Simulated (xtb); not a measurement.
C3H6GeO, SMILES [OH][GeH2][CH2]C#C. All values are semi-empirical tight-binding results from xtb (GFN2-xTB unless named), good for trends rather than for accurate numbers. The structure is a stationary point at GFN2-xTB. This is a generated structure with no PubChem entry under its InChIKey; it may be hypothetical. Other conformers were not sampled.

Optimised geometry:

```xyz
11

C     -0.2443    -3.2078     0.0000
C      0.2843    -2.1335     0.0000
C      0.9116    -0.8365     0.0000
Ge    -0.3643     0.6794     0.0000
O      0.7141     2.0613     0.0000
H     -0.6950    -4.1547     0.0000
H      1.5496    -0.7369     0.8826
H      1.5496    -0.7369    -0.8826
H     -1.2483     0.7650     1.2263
H     -1.2483     0.7650    -1.2263
H      0.3288     2.9338     0.0000
```

For metal compounds this method's bond lengths and energies can be far off.

```json
{
 "point_group_as_xtb_finds_it": "Cs",
 "orbital_gap": "6.47 eV",
 "zero_point_energy": "44.8 kcal/mol",
 "G − E(el) at 298.15 K (modified RRHO)": "24.6 kcal/mol"
}
```

Computed atomic charges and the Wiberg bond orders between heavy atoms:
charges (e) C1 -0.12, C2 -0.03, C3 -0.08, Ge4 0.22, O5 -0.46, H6 0.07, H7 0.07, H8 0.07, H9 -0.03, H10 -0.03, H11 0.30. Bond orders C1–C2 2.87, C2–C3 1.07, C3–Ge4 0.85, Ge4–O5 1.18.
